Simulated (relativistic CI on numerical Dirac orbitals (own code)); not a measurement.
## Re⁺: what numerical and physical settings do to a radial Dirac CI calculation

Reference input:

```
atom Re  Z=75  charge=1  electrons=74
nucleus A=187  rms_radius_fm=5.3698
hamiltonian dirac-coulomb  breit=on  qed=on  c_scale=1
orbitals kli  potential=per-configuration
slater_scale 1
correlation none
mixing on
grid step=0.0125 r_max=129.7
scf mixing=0.4 start=green max_iterations=150 tolerance=2e-08 node_fill=0.05
configurations
  [Xe] 4f14 5d5 6s
end
```

Computed lowest total energy -16677.22028 Ha, first excitation 24672.6 cm⁻¹, 14 SCF steps. Runs with settings changed; * marks those that are bad on purpose:

```csv
Changed,Outcome,Lowest level,ΔE (Ha),First excitation (cm⁻¹),SCF steps,Message
end of the grid at 90.79 bohr,converged,5d5 6s 7S_3,-3.64e-12,24672.6,14,
nuclear radius 6.9807 fm,converged,5d5 6s 7S_3,1.5,24670.1,14,
"start potential thomas-fermi, grid step 0.03, QED terms off",converged,5d5 6s 7S_3,-12.3,24681.3,13,
grid step 0.08 *,converged,5d5 6s 7S_3,0.00594,24673.5,14,
node fill of the KLI weights 50 *,converged,5d5 6s 7S_3,1.44,19358.1,13,
```

With so few configurations and no correlation, terms lie too far apart (by 10 to 50 % near neutrality), their order can be wrong, and levels of other configurations are missing.
